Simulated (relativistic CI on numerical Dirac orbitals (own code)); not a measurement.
A reference radial Dirac CI calculation of Pr+ gave the lowest total energy -9224.99872 Ha in 39 SCF steps, from this input:

```
atom Pr  Z=59  charge=1  electrons=58
nucleus A=141  rms_radius_fm=4.8919
hamiltonian dirac-coulomb  breit=on  qed=on  c_scale=1
orbitals kli  potential=per-configuration
slater_scale 1
correlation none
mixing on
grid step=0.0125 r_max=129.7
scf mixing=0.4 start=green max_iterations=150 tolerance=2e-08 node_fill=0.05
configurations
  [Xe] 4f3 6s
  [Xe] 4f2 6s2
  [Xe] 4f 5d2 6s
end
```

One setting was then changed, and the output read:

```
SCF 1: [Xe] 4f3 6s
 iter      energy (Ha)   residual   last orbital (Ha)
    1     -9437.737486   1.55e+00     -0.45931
    2     -9445.329757   5.82e-01     -0.39092
    3     -9446.330641   3.24e-01     -0.42709
    4     -9446.429440   2.68e-01     -0.44121
    5     -9446.607243   7.70e-02     -0.49578
    6     -9446.620073   7.73e-03     -0.52556
    7     -9446.619458   3.53e-03     -0.53180
    8     -9446.618509   1.59e-03     -0.53779
    9     -9446.618848   4.29e-04     -0.53697
   10     -9446.618891   2.09e-04     -0.53702
   11     -9446.618935   9.93e-06     -0.53709
   12     -9446.618937   1.25e-06     -0.53709
   13     -9446.618937   8.69e-07     -0.53709
   14     -9446.618937   2.42e-07     -0.53709
   15     -9446.618937   1.27e-08     -0.53709
SCF 2: [Xe] 4f2 6s2
 iter      energy (Ha)   residual   last orbital (Ha)
    1     -9439.024255   1.49e+00     -0.45931
    2     -9445.520114   5.99e-01     -0.41436
    3     -9446.124111   4.36e-01     -0.46709
    4     -9446.718678   1.33e-01     -0.62826
    5     -9446.718357   1.28e-01     -0.62373
    6     -9446.720874   1.88e-01     -0.15198
    7     -9446.718862   8.39e-02     -0.29088
    8     -9446.719517   1.18e-02     -0.39554
    9     -9446.719456   7.62e-03     -0.42729
   10     -9446.719486   5.97e-04     -0.41368
   11     -9446.719489   2.88e-05     -0.41471
   12     -9446.719491   7.60e-07     -0.41466
   13     -9446.719491   1.89e-07     -0.41466
   14     -9446.719491   2.37e-08     -0.41466
   15     -9446.719491   6.30e-09     -0.41466
SCF 3: [Xe] 4f 5d2 6s
 iter      energy (Ha)   residual   last orbital (Ha)
    1     -9439.603681   1.45e+00     -0.45931
    2     -9445.410390   6.15e-01     -0.41811
    3     -9446.465996   2.48e-01     -0.44695
    4     -9446.634673   3.07e-02     -0.47414
    5     -9446.636475   1.05e-02     -0.47722
    6     -9446.636782   1.55e-03     -0.47935
    7     -9446.636772   1.14e-03     -0.47954
    8     -9446.636744   1.09e-04     -0.48032
    9     -9446.636750   5.03e-06     -0.48041
   10     -9446.636750   3.55e-06     -0.48041
   11     -9446.636750   1.19e-07     -0.48041
   12     -9446.636750   5.58e-08     -0.48041
   13     -9446.636750   4.04e-09     -0.48041
orbital energies (Ha): 4d3/2 -4.5581  4d5/2 -4.3541  5s -1.9748  5p1/2 -1.3658  5p3/2 -1.1925  4f5/2 -0.4440  4f7/2 -0.4262  6s -0.5371
configuration averages (Ha): Dirac-Coulomb, Breit, QED
  4f3 6s                       -9446.618937   12.658538    6.889937
  4f2 6s2                      -9446.719491   12.663568    6.890952
  4f 6s 5d2                    -9446.636750   12.668874    6.891055
levels: no., configuration, term, J, E (cm-1), weight
   1 4f2 6s2                3H   4                0.0  0.95
   2 4f2 6s2                3H   5             3085.3  1.00
   3 4f3 6s                 5I*  4             6174.9  0.74
   4 4f2 6s2                3H   6             6210.1  1.00
   5 4f2 6s2                3F   2             6489.2  0.97
   6 4f3 6s                 5I*  5             7248.2  0.66
   7 4f2 6s2                1G   4             8256.8  0.54
   8 4f2 6s2                3F   3             8474.3  1.00
   9 4f3 6s                 5I*  6             8991.2  0.72
  10 4f3 6s                 3I*  5            10424.6  0.72
  11 4f3 6s                 5I*  7            10963.4  0.77
  12 4f3 6s                 5F*  1            11781.5  0.46
  13 4f2 6s2                3F   4            12328.1  0.57
  14 4f3 6s                 5F*  2            12381.0  0.46
lowest total energy -9427.223130 Ha
end: converged
```

(1) Which setting was changed?
A. charge
B. end of the grid
C. speed of light
D. configuration list

## Answers

(1) C. The speed of light × 0.8.
